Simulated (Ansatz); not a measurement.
```yaml
atoms:
  - { symbol: N, position_ang: [0.0000, 0.0000, -0.3400] }
  - { symbol: O, position_ang: [0.0000, 1.1804, 0.1487] }
  - { symbol: O, position_ang: [0.0000, -1.1804, 0.1487] }
```

Basis set: cc-pVDZ (spherical functions). Correlated methods keep 3 orbitals frozen. Charge 0, multiplicity 2.

Computed with Ansatz (development build ahead of 0.2.0); each method stands on the lowest determinant of its kind that the runs found.

The atomization energy at this shape (free ground-state atoms in the same class of orbitals less the molecule, no zero-point energy) of doublet NO₂:

```
 method  atomization energy
UHF-MP2        711.9 kJ/mol
```

Task: What does UHF give?

Result: 110.5 kJ/mol. Caution: the shape is not the minimum; the unrestricted determinant is spin contaminated.
